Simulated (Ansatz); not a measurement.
Start from `CO[SiH2]C[SiH3]` and change one atom or group to get `CO[SiH2]BO`.

Ansatz, PBE0-D4/def2-TZVP geometries, multiplicity 1. Each molecule was computed in one conformer, which needn't be the lowest.

```csv
property,`CO[SiH2]C[SiH3]`
HOMO energy (ωB97M-V/def2-TZVPP) / eV,-10.46
LUMO energy (ωB97M-V/def2-TZVPP) / eV,2.02
HOMO energy (B3LYP/def2-TZVPP) / eV,-7.87
size of the dipole moment (B3LYP/def2-TZVPP) / D,0.93
HOMO energy (PBE0/def2-TZVPP) / eV,-8.08
LUMO energy (PBE/def2-TZVPP) / eV,-0.49
```

(1) Give the same properties after the change, and the shifts. (An estimate is asked.)

Results:

(1) Ansatz gave: 
| property | `CO[SiH2]BO` | shift |
| --- | --- | --- |
| HOMO energy (ωB97M-V/def2-TZVPP) / eV | -9.93 | 0.53 |
| LUMO energy (ωB97M-V/def2-TZVPP) / eV | 0.99 | -1.03 |
| HOMO energy (B3LYP/def2-TZVPP) / eV | -7.56 | 0.31 |
| size of the dipole moment (B3LYP/def2-TZVPP) / D | 2.09 | 1.16 |
| HOMO energy (PBE0/def2-TZVPP) / eV | -7.75 | 0.33 |
| LUMO energy (PBE/def2-TZVPP) / eV | -1.96 | -1.47 |

With PBE0 the HOMO rises by 0.33 eV and the LUMO falls by 1.35 eV, so the gap narrows by about 1.68 eV. PBE moves the HOMO by 0.10 eV and ωB97M-V by 0.53 eV. Dipoles are sizes alone; their direction can turn.

B3LYP here is the variant with VWN-RPA as its local correlation; programs differ in this.
